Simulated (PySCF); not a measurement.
# Argon: a sound run and one with changed settings

Sound run: Ar+ [Ne] 3s2 3p5, Ar(2+) [Ne] 3s2 3p4. Computed with PySCF 2.14 in cc-pV(T+d)Z (5s4p3d1f, 39 functions), with the non-relativistic Hamiltonian (point nucleus). In the sound run the correlated levels freeze [Ne]. The sound run starts from symmetry-adapted Hartree-Fock orbitals and uses a fine grid where one is needed.

Changed run: all electrons correlated in a basis built for the valence shell.

```json
{"species": "Ar+", "method": "MP2", "sound run (hartree)": "-526.44384", "changed run (hartree)": "-526.55223", "converged": "yes"}
{"species": "Ar+", "method": "CCSD(T)", "sound run (hartree)": "-526.47435", "changed run (hartree)": "-526.58009", "converged": "yes"}
{"species": "Ar(2+)", "method": "MP2", "sound run (hartree)": "-525.43900", "changed run (hartree)": "-525.54682", "converged": "yes"}
{"species": "Ar(2+)", "method": "CCSD(T)", "sound run (hartree)": "-525.46962", "changed run (hartree)": "-525.57508", "converged": "yes"}
```

Ionisation energy of Ar+:

```json
{"method": "UHF", "sound run (eV)": "26.375", "changed run (eV)": "26.375"}
{"method": "MP2", "sound run (eV)": "27.343", "changed run (eV)": "27.359"}
{"method": "SCS-MP2", "sound run (eV)": "27.338", "changed run (eV)": "27.350"}
{"method": "CCSD", "sound run (eV)": "27.308", "changed run (eV)": "27.314"}
{"method": "CCSD(T)", "sound run (eV)": "27.340", "changed run (eV)": "27.348"}
```

A valence basis has no tight correlating functions, so it recovers only part of the core correlation, and not evenly between atom and ion.

For comparison, NIST gives 27.630 eV between the lowest levels.
